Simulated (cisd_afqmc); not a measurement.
Input (AFQMC/CISD/cc-pVTZ; cisd_afqmc is a phaseless AFQMC code with CISD trial states that reads the integrals written by Ansatz):

Ansatz 0.2 input:
```python
import cisd_afqmc

open("ham.yaml", "w").write("""\
crystal:
  periodic: [false, false, false]
  atoms:
    - {symbol: C, position_ang: [-2.08819975, 0.40871383, 0.13058313]}
    - {symbol: C, position_ang: [-0.84651836, 0.85361495, 0.10005003]}
    - {symbol: Br, position_ang: [0.66901608, -0.28404297, -0.05232141]}
    - {symbol: H, position_ang: [-2.33171307, -0.64291821, 0.07052402]}
    - {symbol: H, position_ang: [-2.90494005, 1.11455469, 0.21904964]}
    - {symbol: H, position_ang: [-0.57060120, 1.89589466, 0.15787666]}
basis:
  gaussian:
    orbitals: cc-pVTZ
magnetization: {spin_polarized: false}
correlation: {method: ccsd, electrons: outside_noble_gas, hamiltonian_folder: ham}
""")
rep = cisd_afqmc.ansatz("ham.yaml")
e_ccsd = rep["correlation"]["coupled_cluster"]["energy"]["hartree"]
out = cisd_afqmc.run("ham", e_ccsd, trial="CISD", walkers=1000, populations=1, threads=12, dt=0.005, steps=40, early=24, settle=10, least=100,
    cut=5e-5, rank_cut=2e-4, target=0.0004, seconds=1000, seed=4, memory=62639, gpu=True)
```

Output:

```
orbitals 129, occupied [9], factors 746 of 859, rank of the doubles 381 of 1080
E(HF) = -2649.943594
E(CCSD) on the cut factors = -2650.462297, shift to the whole factors -0.000012
Energy of the trial state on the determinant = -2650.462279
  tau behind 7.2 of longer steps, mean of the populations' last blocks
   2.0  -2650.48584
   4.0  -2650.48784
   6.0  -2650.48816
   8.0  -2650.48848
  10.0  -2650.48556
  12.0  -2650.48615
  14.0  -2650.48758
  16.0  -2650.49205
  18.0  -2650.48802
  20.0  -2650.48819
  22.0  -2650.48516
  24.0  -2650.48635
  26.0  -2650.48675
  28.0  -2650.48639
  30.0  -2650.48768
  32.0  -2650.48604
  34.0  -2650.48550
blocks 168 (0 outliers left out), error by blocks joined: 1: 0.00021, 2: 0.00027, 4: 0.00032, 8: 0.00039
E(AFQMC/CISD) = -2650.48715 +/- 0.00039
```

The two halves of the walk average -2650.48807 and -2650.48623 Eh, farther apart than the printed bar allows, so the bar may be too narrow.
